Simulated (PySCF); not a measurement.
Polarisability and C₆ of Co (cobalt, neutral)

[Ar] 3d7 4s2, high-spin 4F determinant. All numbers are calculated (PySCF 2.14, the non-relativistic Hamiltonian (point nucleus), in aug-cc-pwCVTZ). Coupled (time-dependent) response in atomic units; α is the mean over directions.

```
method  mean α (bohr³)  C₆ (like pair)  S(−4)
   M06           44.59           329.0   1166
```

S(−4) is the Cauchy moment in α(ω) = α(0) + S(−4) ω² + …

Reference α: 55 ± 4 bohr³ (recommended; Schwerdtfeger and Nagle, table of static dipole polarizabilities (2023 update)). Published C₆: 408.0 (Chu and Dalgarno (2004); Tang, Norbeck and Certain (1976)).

α(iu) at M06:

```json
{"u (hartree)": "0", "α(iu) (bohr³)": "44.59"}
{"u (hartree)": "0.0500", "α(iu) (bohr³)": "41.88"}
{"u (hartree)": "0.100", "α(iu) (bohr³)": "35.65"}
{"u (hartree)": "0.200", "α(iu) (bohr³)": "23.25"}
{"u (hartree)": "0.300", "α(iu) (bohr³)": "15.55"}
{"u (hartree)": "0.500", "α(iu) (bohr³)": "8.469"}
{"u (hartree)": "0.750", "α(iu) (bohr³)": "5.115"}
{"u (hartree)": "1.00", "α(iu) (bohr³)": "3.588"}
{"u (hartree)": "1.50", "α(iu) (bohr³)": "2.171"}
{"u (hartree)": "2.00", "α(iu) (bohr³)": "1.502"}
{"u (hartree)": "3.00", "α(iu) (bohr³)": "0.8708"}
{"u (hartree)": "5.00", "α(iu) (bohr³)": "0.4152"}
```

A single London oscillator, α(iu) = α/(1 + u²/ω²), gives C₆ = (3/4) ω α². Matching the computed C₆ needs ω = 4 × 329.0 / (3 × 44.59²) = 0.221 hartree.
